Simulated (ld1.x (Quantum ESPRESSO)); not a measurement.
# An all-electron radial function and its pseudo partner (Ag (Z = 47))

Columns: radius, all-electron u(r) and pseudo u(r) of the 5p shell (level -1.20 eV) of silver in the configuration [Ar] 3d10 4s2 4p6 4d10 5s0.5 5p0.5; revPBE, scalar-relativistic, PAW scheme, ld1.x (Quantum ESPRESSO) 7.5.

```tsv
r (bohr)	all-electron	pseudo
0.113	0.0313	0.0233
0.225	-0.0830	0.0860
0.338	-0.0700	0.1717
0.450	0.0138	0.2558
0.563	0.0944	0.3175
0.675	0.1411	0.3410
0.788	0.1524	0.3224
0.900	0.1357	0.2682
1.013	0.1007	0.1912
1.125	0.0559	0.1080
1.238	0.0066	0.0298
1.350	-0.0429	-0.0358
1.463	-0.0910	-0.0900
1.575	-0.1357	-0.1357
1.688	-0.1772	-0.1772
1.800	-0.2146	-0.2146
1.913	-0.2484	-0.2484
2.025	-0.2783	-0.2783
2.138	-0.3051	-0.3051
2.250	-0.3284	-0.3284
2.363	-0.3489	-0.3489
2.475	-0.3666	-0.3666
2.588	-0.3821	-0.3821
2.700	-0.3951	-0.3951
2.813	-0.4063	-0.4063
2.925	-0.4155	-0.4155
```

Q: How many radial nodes do the two functions have?

A: The all-electron 5p function has n − l − 1 = 3; the pseudo-wave has 1, since 1 lower shell of the same l stays in the valence.

Q: At about which radius was the pseudo-wave matched?

A: 1.65 bohr, where the columns begin to agree (steps of 0.11 bohr).

Q: Is the pseudo-wave norm-conserving?

A: No, it belongs to a PAW set: the norm inside the radius is not constrained, and the difference is carried by the augmentation charge.
